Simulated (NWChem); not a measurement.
C$_{2}$H$_{2}$F$_{3}$ cation

```xyz
7

F      0.1583    -1.8132     0.0000
C     -0.7034    -0.8071     0.0000
C     -0.0022     0.4889     0.0000
F      1.2313     0.5722     0.0000
F     -0.6281     1.5620     0.0000
H     -1.3772    -0.8043    -0.8889
H     -1.3772    -0.8043     0.8889
```
Atoms are numbered in this order, from 1.

Computed with NWChem. Coordinates come from a PBE0/def2-SVP optimisation. COSMO at M05-2X/def2-SVP, default radii, gas-phase geometry; f = (ε − 1)/ε scales the surface charges.

| row | f | electrostatic solvation energy (kcal/mol) |
|---|---|---|
| ε = 1.5 | 0.3333 | -23.93 |
| ε = 2.4 | 0.5833 | -42.00 |
| ε = 4.8 | 0.7917 | withheld |
| ε = 11.7 | 0.9145 | -66.13 |
| ε = 20.7 | 0.9517 | -68.85 |

Task: Fit a straight line of the last column on the one before it, predict the withheld value, and compare with the run.

Result: 
1. Means of the 4 shown rows: x = 0.69570, y = -50.227. Slope Σ(x − x̄)(y − ȳ)/Σ(x − x̄)² = -18.70/0.2574 = -72.66; intercept 0.322.
2. The shown rows scatter about the line by 0.037 (root mean square); the largest residual is +0.06, at ε = 2.4.
3. At x = 0.7917 (ε = 4.8; inside the shown range) the line gives -57.20.
4. The run gives -57.15, +0.05 from the line, 1.4 times the scatter.
